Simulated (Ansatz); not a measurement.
Si(SH)2Cl2 (SiH2S2Cl2). Charge 0, multiplicity 3. Geometry PBE-D4/def2-SVP, that of the neutral singlet; atoms count from 1.

```xyz
7

Si   -0.1050    0.0794   -0.0023
S     0.9862   -0.6961   -1.6664
H    -0.1004   -0.6556   -2.4895
S     0.8882   -0.7252    1.7088
H     0.5334    0.3282    2.4990
Cl   -2.0978   -0.4841   -0.1637
Cl   -0.1045    2.1535    0.1141
```

At PBE0-D4/def2-TZVP a singlet of charge 0 lies 5.35 eV below the triplet at the same geometry.

Problem. Estimate the Mulliken populations from the PBE0/def2-TZVP orbitals of Ansatz.

Solution. 
```json
{"atom": "Si1", "charge (e)": "0.51", "spin (α − β)": "0.24"}
{"atom": "S2", "charge (e)": "-0.29", "spin (α − β)": "0.04"}
{"atom": "H3", "charge (e)": "0.18", "spin (α − β)": "0.01"}
{"atom": "S4", "charge (e)": "0.00", "spin (α − β)": "1.28"}
{"atom": "H5", "charge (e)": "0.04", "spin (α − β)": "0.26"}
{"atom": "Cl6", "charge (e)": "-0.21", "spin (α − β)": "0.08"}
{"atom": "Cl7", "charge (e)": "-0.23", "spin (α − β)": "0.09"}
```
Mulliken values depend strongly on the basis.

Problem. Where does the spin sit?

Solution. Summed by element: Si 0.24, S 1.32, H 0.27, Cl 0.17, of 2 unpaired in all. Largest on single atoms: S4 1.28, H5 0.26, Si1 0.24.

Problem. And the Mayer bond orders between heavy atoms (over 0.3)?

Solution. Si1–S2 1.19 (2.14 Å); Si1–S4 0.93 (2.14 Å); Si1–Cl6 1.11 (2.08 Å); Si1–Cl7 1.10 (2.08 Å).
